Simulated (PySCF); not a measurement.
How the method moves the HOMO and LUMO of `FC[SiH]1CC1`

Compound: C₃H₇FSi.
SMILES with atom numbers: `[F:1][CH2:2][SiH:3]1[CH2:4][CH2:5]1` (hydrogens: H6, H7 on C2; H8 on Si3; H9, H10 on C4; H11, H12 on C5)

Geometry (PBE0-D3(BJ)/def2-SVP, Å), atoms numbered from 1 in this order:
```xyz
12
C3H7FSi angstrom
F      1.3217    1.2341   -1.2710
C      1.7189    0.6862   -0.0686
Si     0.2630   -0.2843    0.6680
C     -0.9643   -0.9974   -0.5216
C     -1.4495    0.2664    0.2236
H      2.5893    0.0282   -0.2424
H      2.0499    1.4960    0.6059
H      0.5532   -0.9348    1.9722
H     -0.7645   -0.8750   -1.5923
H     -1.4819   -1.9359   -0.2948
H     -1.5624    1.1723   -0.3822
H     -2.2673    0.1299    0.9396
```

Basis pcSseg-2 throughout (PySCF), one geometry. The structure is a single PBE0-D3(BJ)/def2-SVP conformer in the gas phase; no vibrational or solvent corrections.

**Question.** How do the orbital energies, the gap and the dipole change with the method?

**Answer.** 
```json
{"method": "BLYP", "kind": "GGA", "HOMO (eV)": "-5.56", "LUMO (eV)": "-0.28", "gap (eV)": "5.27", "μ (D)": "1.41", "SCF cycles": "14"}
{"method": "B97-D", "kind": "GGA", "HOMO (eV)": "-5.64", "LUMO (eV)": "-0.26", "gap (eV)": "5.38", "μ (D)": "1.38", "SCF cycles": "14"}
{"method": "OPBE", "kind": "GGA", "HOMO (eV)": "-5.66", "LUMO (eV)": "-0.24", "gap (eV)": "5.42", "μ (D)": "1.24", "SCF cycles": "15"}
{"method": "PBE", "kind": "GGA", "HOMO (eV)": "-5.70", "LUMO (eV)": "-0.36", "gap (eV)": "5.33", "μ (D)": "1.32", "SCF cycles": "15"}
{"method": "KT2", "kind": "GGA", "HOMO (eV)": "-5.75", "LUMO (eV)": "-0.44", "gap (eV)": "5.31", "μ (D)": "1.34", "SCF cycles": "15"}
{"method": "KT3", "kind": "GGA", "HOMO (eV)": "-5.75", "LUMO (eV)": "-0.43", "gap (eV)": "5.32", "μ (D)": "1.35", "SCF cycles": "15"}
{"method": "BP86", "kind": "GGA", "HOMO (eV)": "-5.79", "LUMO (eV)": "-0.37", "gap (eV)": "5.42", "μ (D)": "1.34", "SCF cycles": "14"}
{"method": "LDA", "kind": "LDA", "HOMO (eV)": "-5.82", "LUMO (eV)": "-0.56", "gap (eV)": "5.26", "μ (D)": "1.39", "SCF cycles": "13"}
{"method": "B97-2", "kind": "global hybrid", "HOMO (eV)": "-6.57", "LUMO (eV)": "0.40", "gap (eV)": "6.96", "μ (D)": "1.51", "SCF cycles": "14"}
{"method": "B3LYP", "kind": "global hybrid", "HOMO (eV)": "-6.62", "LUMO (eV)": "0.16", "gap (eV)": "6.78", "μ (D)": "1.57", "SCF cycles": "13"}
{"method": "PBE0", "kind": "global hybrid", "HOMO (eV)": "-6.82", "LUMO (eV)": "0.39", "gap (eV)": "7.21", "μ (D)": "1.52", "SCF cycles": "13"}
{"method": "mPW1PW91", "kind": "global hybrid", "HOMO (eV)": "-6.84", "LUMO (eV)": "0.38", "gap (eV)": "7.22", "μ (D)": "1.53", "SCF cycles": "13"}
{"method": "BHandHLYP", "kind": "global hybrid", "HOMO (eV)": "-7.83", "LUMO (eV)": "1.06", "gap (eV)": "8.90", "μ (D)": "1.78", "SCF cycles": "12"}
{"method": "CAM-B3LYP", "kind": "range-separated hybrid", "HOMO (eV)": "-8.14", "LUMO (eV)": "1.22", "gap (eV)": "9.36", "μ (D)": "1.70", "SCF cycles": "13"}
{"method": "wB97X-D", "kind": "range-separated hybrid", "HOMO (eV)": "-8.66", "LUMO (eV)": "2.04", "gap (eV)": "10.70", "μ (D)": "1.60", "SCF cycles": "13"}
{"method": "HF", "kind": "Hartree–Fock", "HOMO (eV)": "-9.39", "LUMO (eV)": "2.68", "gap (eV)": "12.07", "μ (D)": "1.98", "SCF cycles": "10"}
{"method": "LC-wPBE", "kind": "range-separated hybrid", "HOMO (eV)": "-9.47", "LUMO (eV)": "2.30", "gap (eV)": "11.77", "μ (D)": "1.70", "SCF cycles": "13"}
```

The HOMO spans 3.91 eV, from BLYP down to LC-wPBE, and the gap runs from 5.26 eV (LDA) to 12.07 eV (HF). Over the methods BLYP (0 %), B97-D (0 %), OPBE (0 %), PBE (0 %), KT2 (0 %), KT3 (0 %), BP86 (0 %), LDA (0 %), B97-2 (21 %), B3LYP (20 %), PBE0 (25 %), mPW1PW91 (25 %), BHandHLYP (50 %), HF (100 %), a straight line through the gap against the share of exact exchange rises by 0.68 eV for each 10 % (correlation coefficient 0.999). The dipole ranges from 1.24 D (OPBE) to 1.98 D (HF). This basis has no diffuse functions.
